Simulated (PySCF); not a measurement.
CHO$_{2}$ (SMILES O=[C-]O), charge -1, singlet, at a GFN2-xTB geometry (in this run its highest filled SCF level lies above zero, so its values depend strongly on the basis, on diffuse functions most of all). Base run: BLYP/6-31G** (PySCF).

Here is a job for PySCF.
```python
from pyscf import gto, scf, dft

mol = gto.Mole()
mol.atom = '''
    O    -1.06017647   -0.42035133   -0.00039719
    C     0.00193940    0.63730099   -0.02155352
    O     1.13549551    0.10277181    0.01219052
    H    -0.61418871   -1.28316976    0.03497448
'''
mol.basis = '6-31g**'
mol.charge = -1
mol.verbose = 4
mol.build()

mf = dft.RKS(mol)
mf.xc = 'blyp'
mf.kernel()
```

Variants of this job, named by their change:

```csv
change,ΔE vs base (mEh),SCF cycles,outcome
base,0.000,10,converged
diis_space = 20,0.000,10,converged
init_guess = sap,0.000,11,converged
conv_tol = 1e-12,0.000,12,converged
diis_space = 12,0.000,10,converged
DIIS = EDIIS,-,50,not converged
DIIS = ADIIS,0.000,27,converged
level_shift = 0.3 (with mf.max_cycle = 100),0.000,14,converged
level_shift = 1.0 (with mf.max_cycle = 100),0.000,46,converged
conv_tol_grad = 1e-3,0.000,10,converged
conv_tol_grad = 1e-7,0.000,13,converged
conv_tol = 1e-11,0.000,12,converged
init_guess = vsap,0.000,11,converged
```
